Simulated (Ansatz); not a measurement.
```yaml
crystal:
  periodic: [false, false, false]
  atoms:
    - {symbol: B, position_ang: [-1.568717, 0.479482, 0.879063]}
    - {symbol: C, position_ang: [-0.672210, -0.702585, 1.252972]}
    - {symbol: Si, position_ang: [0.998511, -0.297111, 0.425441]}
    - {symbol: Si, position_ang: [0.766252, 0.331341, -1.819216]}
    - {symbol: H, position_ang: [-2.205011, 0.457606, -0.136843]}
    - {symbol: H, position_ang: [-1.584665, 1.476666, 1.542858]}
    - {symbol: H, position_ang: [-0.965442, -1.662928, 0.820311]}
    - {symbol: H, position_ang: [-0.434079, -0.809563, 2.314433]}
    - {symbol: H, position_ang: [1.857499, -1.510654, 0.506964]}
    - {symbol: H, position_ang: [1.675717, 0.798622, 1.170269]}
    - {symbol: H, position_ang: [-0.005232, -0.699051, -2.565990]}
    - {symbol: H, position_ang: [2.107277, 0.472225, -2.448949]}
    - {symbol: H, position_ang: [0.050601, 1.631251, -1.926514]}
basis:
  gaussian: {orbitals: aug-cc-pVTZ}
hamiltonian: {xc: {name: B2PLYP}}
```

```sh
$ ansatz run in.yaml --threads 4 --pin off --events-out ev --progress --plain --max-ram 10444MiB
```

It prints (some lines left out):

```
Functional definition: B2PLYP
2200 factors; integrals over basis functions are off by at most 1.3e-3 eV
mean field evaluation 1: about -17597.6309 eV, gradient 4.4e1 eV
mean field evaluation 2: about -17597.7054 eV, gradient 4.4e1 eV
mean field evaluation 4: about -17602.4744 eV, gradient 3.0e0 eV
mean field evaluation 8: about -17602.5038 eV, gradient 1.7e-1 eV
mean field evaluation 16: about -17602.5038 eV, gradient 4.0e-5 eV
mean field -17602.50384883 eV, -646.8800850387 hartree, gradient 2.7e-6 eV, S^2 0.000000; 0 other end points of the search recorded, 0 dependent functions left out
12 core orbitals not correlated: weight in the atoms' cores, before any rotation towards them, 1.000 or more for the frozen orbitals, at most 0.000 for the correlated occupied ones
reference -17602.50407846 eV, -646.8800934778 hartree; 12, 12 occupied and 375, 375 virtual orbitals, 2200 factors
second order -18.20165065 eV of doubles, -0.00000000 eV of singles
Total energy: -17607.41852414 eV, -647.0606960252 hartree
```

Hardware: 4 threads of an Arm Neoverse V2 on a shared host. Wall time 21 s, peak host memory 2.1 GiB.
